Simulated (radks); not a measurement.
Values are calculated unless marked as measured or tabulated.
Problem. Coherent X-ray form factor from a spherical all-electron density. Level of theory: scalar-relativistic Kohn-Sham, exchange-only LDA, spin-polarised, spherical densities, finite nucleus; Fermi nuclear charge, rms radius of each element as measured or else 0.836 A^(1/3) + 0.57 fm (a radial shooting solver on a logarithmic mesh with Libxc functionals).

| sin(theta)/lambda (1/angstrom) | f0 (electrons) |
|---|---|
| 0.05 | 26.340 |
| 0.1 | 24.744 |
| 0.15 | 22.850 |
| 0.2 | 20.990 |
| 0.25 | 19.237 |
| 0.3 | 17.592 |
| 0.4 | 14.639 |
| 0.5 | 12.209 |
| 0.6 | 10.336 |
| 0.8 | 7.981 |
| 1 | 6.742 |
| 1.25 | 5.762 |
| 1.5 | 4.920 |
| 2 | 3.413 |

The species is in the configuration that NIST lists as its ground one. Which atom or ion scatters so?

Solution. Neutral cobalt, [Ar] 3d7 4s2. Extrapolating in s^2 from the first two rows gives f0(0) = 26.9, near the electron count 27; among species with that count, the fall with angle is slower the higher Z, and the table is that of Z = 27; from so few rows the species is fixed only to a neighbour or two.
